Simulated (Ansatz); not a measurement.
Reaction (redistribution): `C[CH2][AlH][O][SiH3]` + `[SeH][InH2]` → `C[CH2][AlH][SeH]` + `[SiH3][O][InH2]`

Calculated with Ansatz (gas phase, PBE0-D4/def2-TZVP geometries, no zero-point term in ΔE). CCSD(T)/CBS adds triple-zeta CCSD(T) − MP2 to the extrapolated MP2 energy (def2 sets, frozen cores). DFT in def2-TZVPP. Elements past krypton have def2 core potentials. For In, Se outer-core shells are correlated without core-valence functions, which leaves a few kJ/mol of doubt a bond. Scalar relativity is left out up to krypton. Each species was taken in one conformer, which may not be the lowest.

CCSD(T)/CBS gives +91.5 kJ/mol.

Problem. Another level gave +90.4 kJ/mol. Which?
A. BHLYP/def2-TZVPP
B. r2SCAN/def2-TZVPP
C. RPA@PBE/def2-TZVPP
D. r2SCAN0/def2-TZVPP

Solution. C. RPA@PBE/def2-TZVPP 90.4, r2SCAN0 100.5, BHLYP 107.7, r2SCAN 95.5 kJ/mol.

Largest T1 diagnostic among the species: 0.015.

From BLYP to BHLYP (50 % exact exchange), in def2-TZVPP and without D4, ΔE moves by +9.7 kJ/mol. At CCSD(T), def2-SVP lies +4.4 kJ/mol from the extrapolated value and def2-TZVPP +2.2 kJ/mol. In def2-TZVPP, CCSD(T) changes the Hartree–Fock value by −17.4 kJ/mol (the triples alone add −3.6 kJ/mol) and MP2 by −16.8 kJ/mol.
